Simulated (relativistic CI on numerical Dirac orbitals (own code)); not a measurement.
Calculated levels, Mo XXV

Computed by Dirac-Coulomb-Breit CI, orbitals from a KLI potential per configuration, QED by a radiative potential, unscaled Slater integrals (own radial code, finite nucleus).

CI space (outside the closed core [Ne]): 3s²3p⁶, 3s²3p⁵3d, 3s3p⁶3d, 3s²3p⁵4s, 3s²3p⁵4p, 3s²3p⁵4d, 3s3p⁶4s, 3p⁶3d4p, 3s²3p⁵4f, 3s3p⁶4p, 3s3p⁶4d, 3s3p⁶4f, 3s²3p⁵5s, 3s²3p⁵5p, 3s²3p⁵5d, 3s²3p⁵5f, 3s²3p⁵5g, 3s3p⁶5s, 3s3p⁶5p, 3s3p⁶5d, 3s²3p⁵6s, 3s²3p⁵6p, 3p⁶3d², 3p⁵3d³, 3p⁵3d²4s, 3p⁵3d²4p, 3p⁵3d²4d, 3p⁶3d4s, 3p⁵3d4s², 3p⁵3d4s4p, 3p⁵3d4s4d. Double excitations out of closed p, d and f shells are left out; levels of such configurations are missing from the list, as are those of other unlisted configurations, and high levels can miss mixing partners. These lack a partner that the ground configuration has and come out too high: 3s²3p⁵4f, 3s²3p⁵5s, 3s²3p⁵5p, 3s²3p⁵5d, 3s²3p⁵5f.

```
No.  Configuration  Term  J  E (10³ cm⁻¹)    %  Next component (%)  Lifetime (s)
  1         3s²3p⁶    ¹S  0           0.0  100                                  
  2       3s²3p⁵3d   ³P°  0         891.4  100                                  
  3       3s²3p⁵3d   ³P°  1         912.8   90              10 ³D°      2.21e-08
  4       3s²3p⁵3d   ³F°  3         953.3   69              23 ¹F°      1.09e+00
  5       3s²3p⁵3d   ³P°  2         954.9   59              34 ³D°      6.27e-04
  6       3s²3p⁵3d   ³F°  4         964.8  100                          4.73e-02
  7       3s²3p⁵3d   ¹D°  2         987.4   43              33 ³F°      5.60e-04
  8       3s²3p⁵3d   ³D°  3        1033.6   64              35 ¹F°      3.00e-04
  9       3s²3p⁵3d   ³D°  1        1091.4   84               9 ³P°      3.48e-11
 10       3s²3p⁵3d   ³F°  2        1131.8   58              33 ¹D°      1.07e-05
 11       3s²3p⁵3d   ³D°  2        1178.4   50              25 ³P°      1.08e-05
 12       3s²3p⁵3d   ¹F°  3        1192.8   42              30 ³F°      7.53e-06
 13       3s²3p⁵3d   ¹P°  1        1376.4   93               6 ³D°      1.36e-12
 14        3s3p⁶3d    ³D  1        1887.2  100                          4.94e-12
 15        3s3p⁶3d    ³D  2        1898.5   96                4 ¹D      4.91e-12
 16        3s3p⁶3d    ³D  3        1924.9  100                          4.92e-12
 17        3s3p⁶3d    ¹D  2        1999.3   96                4 ³D      5.03e-12
 18         3p⁶3d²    ³F  2        3837.6   93                7 ¹D              
 19         3p⁶3d²    ³F  3        3866.7  100                                  
 20         3p⁶3d²    ³F  4        3892.5   94                6 ¹G              
 21         3p⁶3d²    ³P  0        3910.2   95                5 ¹S              
 22         3p⁶3d²    ¹D  2        3915.8   52               42 ³P              
 23         3p⁶3d²    ³P  1        3926.3  100                                  
 24         3p⁶3d²    ¹G  4        3955.3   94                6 ³F              
 25         3p⁶3d²    ³P  2        3958.9   58               41 ¹D              
 26         3p⁶3d²    ¹S  0        4079.0   95                5 ³P              
 27       3s²3p⁵4s   ³P°  2        4662.6  100                          1.64e-09
 28       3s²3p⁵4s   ¹P°  1        4678.1   60              39 ³P°      8.49e-13
 29         3p⁵3d³   ⁵D°  2        4687.2   44              41 ⁵F°              
 30         3p⁵3d³   ⁵D°  1        4689.6   64              26 ⁵F°              
 31         3p⁵3d³   ⁵F°  3        4695.0   50              38 ⁵D°              
 32         3p⁵3d³   ⁵D°  0        4696.5   96               4 ³P°              
 33         3p⁵3d³   ⁵F°  4        4708.2   53              29 ⁵D°              
 34         3p⁵3d³   ⁵S°  2        4712.9   81               9 ⁵P°              
 35         3p⁵3d³   ⁵F°  5        4729.3   55              40 ⁵G°              
 36         3p⁵3d³   ⁵D°  2        4733.5   35              29 ³F°              
 37         3p⁵3d³   ⁵F°  1        4734.7   44              30 ⁵D°              
 38         3p⁵3d³   ⁵D°  3        4736.6   37              23 ³F°              
 39         3p⁵3d³   ⁵D°  4        4740.8   49              22 ⁵G°              
 40         3p⁵3d³   ⁵G°  6        4754.0   86              12 ³H°              
 41         3p⁵3d³   ³G°  3        4765.3   60              18 ³F°              
 42         3p⁵3d³   ³G°  4        4774.6   51              17 ⁵G°              
 43         3p⁵3d³   ⁵G°  5        4778.9   37              33 ⁵F°              
 44         3p⁵3d³   ³F°  2        4780.3   47              22 ³D°              
 45         3p⁵3d³   ³P°  2        4790.4   38              20 ⁵F°              
 46         3p⁵3d³   ⁵D°  3        4794.5   26              23 ³F°              
 47         3p⁵3d³   ⁵D°  4        4799.1   33              20 ³F°              
 48         3p⁵3d³   ³P°  1        4800.8   58              21 ³S°              
 49         3p⁵3d³   ³D°  3        4805.9   66              10 ³G°              
 50         3p⁵3d³   ³G°  5        4806.7   51              37 ³H°              
 51         3p⁵3d³   ¹G°  4        4809.3   39              32 ³G°              
 52         3p⁵3d³   ³H°  6        4810.8   45              32 ³I°              
 53         3p⁵3d³   ³P°  0        4814.0   63              27 ¹S°              
 54         3p⁵3d³   ³D°  2        4819.4   44              21 ³P°              
 55         3p⁵3d³   ³I°  7        4832.6  100                                  
 56         3p⁵3d³   ³D°  3        4834.3   50              22 ³F°              
 57         3p⁵3d³   ³P°  1        4841.0   41              23 ⁵D°              
 58         3p⁵3d³   ⁵G°  2        4841.6   55              33 ³F°              
 59         3p⁵3d³   ³P°  0        4844.2   77              21 ¹S°              
 60         3p⁵3d³   ³H°  5        4844.3   48              33 ¹H°              
 61         3p⁵3d³   ³F°  4        4848.6   78               8 ¹G°              
 62       3s²3p⁵4s   ³P°  0        4849.2   99                          1.43e-09
 63         3p⁵3d³   ³D°  1        4850.3   37              20 ³P°              
 64         3p⁵3d³   ⁵P°  3        4856.8   61              13 ³D°              
 65         3p⁵3d³   ³H°  6        4857.8   49              38 ³I°              
 66       3s²3p⁵4s   ³P°  1        4858.6   60              40 ¹P°      1.36e-12
 67         3p⁵3d³   ⁵P°  2        4861.2   30              27 ³P°              
 68         3p⁵3d³   ³G°  3        4866.3   41              40 ³F°              
 69         3p⁵3d³   ³F°  4        4869.3   40              24 ³H°              
 70         3p⁵3d³   ³D°  3        4874.4   30              28 ³F°
```

Energies count from the lowest computed level; ° marks odd parity; lifetimes are radiative, by E1, M1, E2, M2, E3 decay to levels of this space only; some are left blank where a channel outside the calculation adds to the decay or the decay crosses a small, uncertain gap.

The mean weight of the leading LS term, summed over parents, in these 70 levels is 65 %, and that of the leading jj configuration (from the same eigenvectors) 69 %.

At this charge energies of transitions that change n are usually good to better than 1 %, and those within a shell (Δn = 0) to a few per cent.

LS names give the leading component of a level, which can be under half, so a name can repeat, a term be missing and a line seem to break the LS rules.
